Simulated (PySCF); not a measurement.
Identify the unknown among the candidates.

All candidates are CH12OSi4.

- 13C NMR: chemical shifts (computed TMS as zero) by class: 4.7 (1 C) ppm [GIAO PBE0/pcSseg-1]
- Polarisability: 125.8 au [CAM-B3LYP/def2-SVPD]
- Rotational structure: rotational constants A, B, C: 2.693, 0.661, 0.570 GHz [GFN2-xTB]
- UV, first state: lowest singlet excitation: 6.14 eV (202 nm, f = 0.026) [TDDFT CAM-B3LYP/def2-SVPD]
- Triplet: lowest triplet excitation (Tamm–Dancoff): 5.57 eV [TDA CAM-B3LYP/def2-SVPD]
- UV, strongest line: among the 8 lowest singlet transitions: S8 at 7.69 eV (161 nm, f = 0.047) [TDDFT CAM-B3LYP/def2-SVPD]

Gas-phase values; electronic properties from PySCF, density fitting. Levels stand in brackets. One conformer (not necessarily the lowest) at the GFN2-xTB geometry, without solvent, vibrations or thermal averaging. GFN2-xTB frequencies show an imaginary mode (21i cm⁻¹), so this geometry is no minimum at that level. Each NMR value is the plain mean over a class of atoms that symmetry, rotation or inversion makes alike.

Question: Which candidate is it?
A. `CO[Si]([SiH3])([SiH3])[SiH3]`
B. `C[SiH2][SiH2][SiH2]O[SiH3]`
C. `C[Si@@H]([SiH3])O[SiH2][SiH3]`
D. `C[Si@@H]([SiH3])[SiH2][SiH2]O`
E. `CO[SiH2][SiH]([SiH3])[SiH3]`

Answer: C. It is `C[Si@@H]([SiH3])O[SiH2][SiH3]`. Numbering: `[CH3:1][Si@@H:2]([SiH3:3])[O:4][SiH2:5][SiH3:6]`. Its formula, CH12OSi4, gives 0 degrees of unsaturation, so no ring and no π bond. The one carbon: Si-methyl carbon [C1] (4.7 ppm). The optimised geometry has point group C1 and is an asymmetric top.

The others, at the same levels:
- `C[SiH2][SiH2][SiH2]O[SiH3]` fails: its computed 13C shifts are -7.2 (1 C) ppm, strongest line among the 8 lowest singlet transitions is S6 at 7.36 eV (168 nm, f = 0.114) (against S8 at 7.69 eV) and rotational constant A is 2.141 GHz (against 2.693 GHz).
- `C[Si@@H]([SiH3])[SiH2][SiH2]O` fails: its computed 13C shifts are -6.0 (1 C) ppm, strongest line among the 8 lowest singlet transitions is S1 at 6.22 eV (199 nm, f = 0.193) (against S8 at 7.69 eV) and static isotropic polarisability is 132.2 au (against 125.8 au).
- `CO[SiH2][SiH]([SiH3])[SiH3]` fails: its computed 13C shifts are 56.7 (1 C) ppm, rotational constant A is 1.474 GHz (against 2.693 GHz) and smallest rotational constant is 0.704 GHz (against 0.570 GHz).
- `CO[Si]([SiH3])([SiH3])[SiH3]` fails: its computed 13C shifts are 55.9 (1 C) ppm, rotational constant A is 1.163 GHz (against 2.693 GHz) and smallest rotational constant is 0.950 GHz (against 0.570 GHz).

Each candidate is one conformer, not necessarily the lowest. The conformers computed, where there is a choice (atom-mapped SMILES and torsion angles):
- `[CH3:1][Si@@H:2]([SiH3:3])[O:4][SiH2:5][SiH3:6]`: C1–Si2–O4–Si5 -54°, Si2–O4–Si5–Si6 95°
- `[CH3:1][SiH2:2][SiH2:3][SiH2:4][O:5][SiH3:6]`: C1–Si2–Si3–Si4 -151°, Si2–Si3–Si4–O5 -19°, Si3–Si4–O5–Si6 173°
- `[CH3:1][Si@@H:2]([SiH3:3])[SiH2:4][SiH2:5][OH:6]`: C1–Si2–Si4–Si5 -55°, Si2–Si4–Si5–O6 -11°, H–O6–Si5–Si4 -179°
- `[CH3:1][O:2][SiH2:3][SiH:4]([SiH3:5])[SiH3:6]`: C1–O2–Si3–Si4 180°, O2–Si3–Si4–Si5 -63°
- `[CH3:1][O:2][Si:3]([SiH3:4])([SiH3:5])[SiH3:6]`: C1–O2–Si3–Si4 60°
